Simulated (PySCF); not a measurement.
Input for PySCF: R-BP86/LANL2DZ on CH6GaN (SMILES C[NH][GaH2]), a point of a bond scan (R = 1.009 Å).

```python
from pyscf import gto, scf, dft, mp
from pyscf.data.elements import chemcore

mol = gto.M(
    atom='''
    Ga   -0.38552085    0.59219483    0.38547984
    H    -0.35620831    1.04055650    1.88089773
    H    -1.21326902    1.21780911   -0.78284021
    N     0.66953217   -0.82999472   -0.05613421
    C     0.83297337   -1.44977301   -1.35901371
    H     1.22437397   -1.27022793    0.66246087
    H     0.53149662   -2.50342095   -1.35711350
    H     1.86866607   -1.40063125   -1.71396656
    H     0.21152158   -0.93352423   -2.09229175
    ''',
    basis='lanl2dz',
    ecp={'Ga': 'lanl2dz'},
    charge=0, spin=0, verbose=3, max_memory=1800)
mf = dft.RKS(mol, xc='b88,p86')
mf.conv_tol = 1e-8
mf.max_cycle = 100
mf.kernel()
if not mf.converged:
    mf = mf.newton().run(mf.mo_coeff, mf.mo_occ)
```

Output:

```
converged SCF energy = -98.5301783569181
```

The calculation finished and met its thresholds.

Cost: around 6 core-seconds (rough).
